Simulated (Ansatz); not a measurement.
`[F][Zr]([Br])([Br])[Br]`. Total charge 0; spin multiplicity 1. Zr takes the def2 core potential.

(1) What are the harmonic wavenumbers in cm⁻¹ at PBE0-D4/def2-TZVP (Ansatz, finite differences of forces, unscaled)? (Best estimate.)

(2) Is this a minimum?

(3) Give the ideal-gas thermochemistry at 298.15 K and 1 bar (rigid rotor, harmonic oscillator; point group C3v, symmetry number 3).

Answers

(1) Ansatz gave: 64, 64, 79, 131, 131, 255, 325, 325, 692.

(2) Yes, all 9 modes are real.

(3) Zero-point energy 12.4 kJ/mol; H(298) − E = 35.7 kJ/mol; entropy 403.0 J/(mol·K), of which translation 181.9, rotation 124.9, vibration 96.2; G(298) − E = -84.5 kJ/mol. Modes under 100 cm⁻¹ are hindered rotations or soft bends, so the harmonic entropy is rough.
